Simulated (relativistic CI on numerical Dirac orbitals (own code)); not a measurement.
# Nb3+ (4d2) in a crystal field

Calculated by Dirac-Coulomb-Breit CI, KLI orbitals optimised for each configuration, model QED (radiative potential, 1s self-energy scaled to tabulated hydrogen-like ionisation energies), one configuration in a parametric crystal field, unscaled Slater integrals (own radial code). With so little scaling, terms lie 10 to 35 % too far apart, which can change the order of excited levels.

Field parameters in Wybourne normalisation: D4h B²₀ = −7Ds, B⁴₀ = 21(Dq − Dt), B⁴₄ = 21√(5/14) Dq. The field is a parameter set, without covalency.

S is read from ⟨S²⟩ = S(S + 1).

Powder χT (cm³ K mol⁻¹) by Van Vleck's formula, with temperature-independent terms:

| Field | 2 K | 5 K | 10 K | 20 K | 50 K | 100 K | 200 K | 300 K |
| --- | --- | --- | --- | --- | --- | --- | --- | --- |
| D4h, 10Dq = 29900, Ds = -1500, Dt = -350 cm⁻¹ | 0.0155 | 0.0375 | 0.0622 | 0.0892 | 0.147 | 0.239 | 0.404 | 0.539 |
| D4h, 10Dq = 29900, Ds = -1090, Dt = -350 cm⁻¹ | 0.0147 | 0.0359 | 0.0611 | 0.0893 | 0.149 | 0.24 | 0.4 | 0.526 |
| D4h, 10Dq = 29900, Ds = -680, Dt = -350 cm⁻¹ | 0.0142 | 0.0349 | 0.0615 | 0.0931 | 0.157 | 0.232 | 0.353 | 0.467 |
| D4h, 10Dq = 29900, Ds = -270, Dt = -350 cm⁻¹ | 0.0157 | 0.0391 | 0.0783 | 0.158 | 0.351 | 0.472 | 0.561 | 0.621 |
| D4h, 10Dq = 29900, Ds = 140, Dt = -350 cm⁻¹ | 0.0284 | 0.0709 | 0.142 | 0.285 | 0.555 | 0.672 | 0.736 | 0.773 |
| D4h, 10Dq = 29900, Ds = 550, Dt = -350 cm⁻¹ | 0.0398 | 0.0995 | 0.199 | 0.392 | 0.67 | 0.763 | 0.81 | 0.835 |
| D4h, 10Dq = 29900, Ds = 950, Dt = -350 cm⁻¹ | 0.0492 | 0.123 | 0.247 | 0.472 | 0.735 | 0.81 | 0.847 | 0.868 |
| D4h, 10Dq = 29900, Ds = 1360, Dt = -350 cm⁻¹ | 0.0573 | 0.143 | 0.287 | 0.533 | 0.777 | 0.84 | 0.87 | 0.888 |

Question: For D4h, 10Dq = 29900, Ds = 550, Dt = -350 cm⁻¹: what effective moment follows at 300 K?

Answer: μ_eff = √(8χT) = 2.58 μB. The ground level has S = 1.00; the spin-only moment for S = 1 is 2.83 μB. The difference comes from the orbital moment, spin-orbit mixing of terms and temperature-independent paramagnetism, all larger in this ionic model than in covalent complexes. The ground level is a non-magnetic singlet, so χT starts at zero and rises through temperature-independent paramagnetism and the filling of excited levels.
